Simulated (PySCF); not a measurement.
Structure with atom numbers: `[CH3:1][N:2]([CH3:3])[CH2:4][C:5]([F:6])([F:7])[C:8]([F:9])([F:10])[F:11]`; H(Xn) means a hydrogen on atom n.

GIAO PBE0/pcSseg-1 shifts (PySCF 2.14, gas phase, non-relativistic, equivalent atoms averaged), each against references optimised in the same way as the molecule (TMS, NH3, CFCl3).

On the GFN2-xTB geometry: C8 128.9, C5 124.4, C4 64.4, C1/C3 47.3, N2 33.1, F9/F10/F11 -95.5, F6/F7 -131.7, H(C4) 2.88, H(C1)/H(C3) 2.38 ppm.

What changes on the PBE0-D3(BJ)/def2-SVP geometry?

Answers


| atoms | δ (ppm) | change |
| --- | --- | --- |
| C8 | 124.8 | -4.1 |
| C5 | 118.8 | -5.6 |
| C4 | 59.9 | -4.5 |
| C1/C3 | 45.2 | -2.1 |
| N2 | 27.7 | -5.4 |
| F9/F10/F11 | -95.3 | +0.2 |
| F6/F7 | -130.6 | +1.1 |
| H(C4) | 2.58 | -0.30 |
| H(C1)/H(C3) | 2.24 | -0.14 |

Unscaled 19F shifts against computed CFCl3 carry errors that often reach 10 to 50 ppm.

Bonds between heavy atoms that differ most (equivalent bonds averaged): C4–C5 1.532 → 1.517 Å, N2–C4 1.445 → 1.434 Å, C5–C8 1.553 → 1.543 Å, C1–N2 1.451 → 1.443 Å, C5–F6 1.356 → 1.350 Å. Mean change of bonds to hydrogen: C–H +0.011 Å. The two structures also differ in conformation, which adds to the changes.
